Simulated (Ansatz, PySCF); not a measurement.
Gas-phase reaction (SMILES): CC[Si](Cl)(Cl)Cl + N (NH3) → N[Si](Cl)(Cl)Cl + CC (C2H6) [ethane]; ammonia cleaves one Si-C bond, a model of a ligand-exchange step.

Each molecule is optimised on its own at B3LYP-D3(BJ)/def2-TZVP (Ansatz, a quantum-chemistry and plane-wave program), one conformer each, not searched for the lowest. Correlated levels leave the core frozen unless marked. No spin-orbit coupling. Non-relativistic. CBS marks a two-point X^-3 extrapolation of the correlation energy; Hartree-Fock from the larger set. The bracket is a focal-point correction in the basis named. Thermal terms are rigid-rotor harmonic-oscillator values from B3LYP-D3(BJ) frequencies (Ansatz or PySCF) at 298.15 K and 1 atm. 1 Eh = 627.5095 kcal/mol.

```
species           E, RI-MP2/CBS(cc-pV(T+d)Z,cc-pV(Q+d)Z)+[CCSD(T)-MP2]/cc-pV(T+d)Z (Ansatz) (Eh)  E, PBE0-D4/def2-TZVPD (Ansatz + dftd4) (Eh)  H - E (Eh)
----------------  ------------------------------------------------------------------------------  -------------------------------------------  ----------
CC[Si](Cl)(Cl)Cl                                                                     -1747.69609                                  -1748.91755     0.08079
N (NH3)                                                                                -56.50668                                    -56.51535     0.03799
N[Si](Cl)(Cl)Cl                                                                      -1724.50557                                  -1725.69964     0.03959
CC (C2H6)                                                                              -79.71807                                    -79.75255     0.07887
```

Problem. Work out ΔE and ΔH at 298.15 K at the first level, then ΔH at the second.

Solution. 
1. ΔE = [(-1724.50557) + (-79.71807)] - [(-1747.69609) + (-56.50668)] = -0.02087 Eh = -13.1 kcal/mol at RI-MP2/CBS(cc-pV(T+d)Z,cc-pV(Q+d)Z)+[CCSD(T)-MP2]/cc-pV(T+d)Z.
2. The terms H - E add up to -0.00032 Eh, so ΔH = (-0.02087 + (-0.00032))×627.5095 = -13.3 kcal/mol.
3. At PBE0-D4/def2-TZVPD the same steps give ΔE = -12.1 and ΔH = -12.3 kcal/mol, a shift of +1.0 from the first level.
4. These values are not checked against measurement here, since the tables used lack a sound gas-phase enthalpy of formation for at least one species.
